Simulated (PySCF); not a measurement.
C₁₂H₆F₄, SMILES Fc1cccc(F)c1-c1c(F)cccc1F, GFN2-xTB optimised geometry.

```
22

F     -1.84    -0.58     0.00
C     -1.19     0.60     0.00
C     -1.93     1.77     0.00
C     -1.27     2.98     0.00
C      0.11     3.03     0.00
C      0.82     1.84     0.00
F      2.17     1.88     0.00
C      0.20     0.60     0.00
C      0.97    -0.66     0.00
C      1.36    -1.28    -1.19
F      1.01    -0.70    -2.35
C      2.08    -2.45    -1.21
C      2.44    -3.04    -0.01
C      2.08    -2.47     1.19
C      1.35    -1.29     1.18
F      1.00    -0.73     2.35
H     -3.01     1.71     0.00
H     -1.83     3.90     0.00
H      0.65     3.96     0.00
H      2.36    -2.89    -2.16
H      3.01    -3.96    -0.02
H      2.35    -2.91     2.14
```

Density from PBE0/def2-SVP (PySCF) at that geometry.

Minimum of the electron density along straight lines between bonded atoms, close to the bond critical point (lines longer than 1.1 times the sum of covalent radii, or with two minima, are not listed):

```
bond     length / Å  ρ at the minimum / e bohr⁻³  ∇²ρ there / e bohr⁻⁵  position (fraction from the first atom)
-------  ----------  ---------------------------  --------------------  ---------------------------------------
F1–C2         1.345                        0.256                  0.11                                     0.67
C2–C3         1.382                        0.317                 -0.84                                     0.52
C3–C4         1.384                        0.310                 -0.79                                     0.50
C4–C5         1.384                        0.310                 -0.79                                     0.50
C5–C6         1.382                        0.317                 -0.84                                     0.48
C6–F7         1.345                        0.256                  0.11                                     0.33
C2–C8         1.390                        0.312                 -0.80                                     0.51
C6–C8         1.390                        0.311                 -0.79                                     0.51
C8–C9         1.481                        0.258                 -0.60                                     0.50
C9–C10        1.390                        0.311                 -0.79                                     0.49
C10–F11       1.345                        0.256                  0.11                                     0.33
C10–C12       1.382                        0.317                 -0.84                                     0.52
C12–C13       1.384                        0.310                 -0.79                                     0.50
C13–C14       1.384                        0.310                 -0.79                                     0.50
C9–C15        1.390                        0.311                 -0.80                                     0.49
C14–C15       1.382                        0.317                 -0.84                                     0.48
C15–F16       1.345                        0.256                  0.11                                     0.33
C3–H17        1.078                        0.283                 -1.09                                     0.64
C4–H18        1.078                        0.285                 -1.10                                     0.64
C5–H19        1.078                        0.283                 -1.09                                     0.64
C12–H20       1.078                        0.283                 -1.09                                     0.64
C13–H21       1.078                        0.285                 -1.10                                     0.64
C14–H22       1.078                        0.283                 -1.09                                     0.64
```
